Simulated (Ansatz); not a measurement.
## Energy profile

The step: AlBSi₂H₇Cl₃O₃ ([SiH3][O][Al]1([O][SiH3])[OH][B]([Cl])([Cl])[Cl]1) → AlBSi₂H₇Cl₃O₃ ([SiH3][O][Al]([ClH])([O][SiH3])[O][B]([Cl])[Cl]); bonds formed: Cl2–H5, Cl2–Al7; dative contacts that become bonds: B1–Cl3, B1–O6; bonds broken: B1–Cl2, Cl3–Al7, H5–O6 (atoms numbered as in the saddle structure below).

```
atom    x (Å)    y (Å)    z (Å)
  B1   1.5111  -0.5729   1.9752
 Cl2   3.3189   0.6678   1.4680
 Cl3   1.3620  -1.8597   0.6139
 Cl4   1.6908  -1.1787   3.5978
  H5   1.9003   1.0948   1.4153
  O6   0.7270   0.5246   1.6059
 Al7  -0.0828  -0.0150   0.0921
  O8   0.4919   0.7532  -1.2707
 Si9   1.0616   1.3722  -2.6594
 O10  -1.6513  -0.5482   0.2597
Si11  -3.1584  -1.1036   0.4919
 H12  -0.0358   1.4889  -3.6561
 H13   2.1235   0.4904  -3.2132
 H14   1.6332   2.7218  -2.4116
 H15  -3.4531  -1.1932   1.9464
 H16  -3.2981  -2.4555  -0.1114
 H17  -4.1407  -0.1869  -0.1440
```

Electronic energies by CCSD(T) at an estimated basis limit (MP2 extrapolated from triple and quadruple zeta, plus CCSD(T) − MP2 in triple zeta), on PBE0-D4/def2-TZVP structures; AlBSi2H7Cl3O3, singlet; no counterpoise correction. Program: Ansatz 0.2.0. Basis: def2-TZVPP and def2-QZVPP. Cores are frozen in the correlated methods. Extrapolation: Hartree–Fock as exp(−7.88 √X), correlation as X^−2.97.

Q: Give the profile in eV, counted from the separated reactants. (To be estimated.)

A: By the calculation:
```json
{"point": "separated: BCl3 (linked as [Cl][B]([Cl])[Cl]; B1, Cl2, Cl3, Cl4; singlet) + AlSi2H7O3 (linked as [OH][Al]([O][SiH3])[O][SiH3]; H5, O6, Al7, O8, Si9, O10, Si11, H12, H13, H14, H15, H16, H17; singlet)", "eV": "0.000"}
{"point": "start structure", "eV": "-1.412"}
{"point": "saddle", "eV": "0.073"}
{"point": "end structure", "eV": "-1.119"}
{"point": "separated: AlBSi2H6Cl2O3 (linked as [SiH3][O][Al]12([O][SiH3])[O][B]1([Cl])[Cl]2; B1, Cl3, Cl4, O6, Al7, O8, Si9, O10, Si11, H12, H13, H14, H15, H16, H17; singlet) + HCl (Cl2, H5; singlet)", "eV": "-0.790"}
```

T1 diagnostic: at most 0.013.

The step is the kind of ligand exchange by which a precursor binds to a hydroxyl group, or is hydrolysed, in atomic layer deposition of oxides. Here a small cluster stands in for the surface site.

For scale, one of the runs: CCSD(T)/def2-TZVPP, 474 basis functions, launched by `ansatz run in.yaml --threads 4 --pin off --events-out ev --progress --plain --max-ram 66560MiB --backend cuda --devices 0, --max-vram 37GiB`. Time: 57 s of wall clock on 4 CPU threads of an AMD EPYC 7R13 and a share of one NVIDIA H100; the host was shared. Peak host memory: 1.3 GiB.
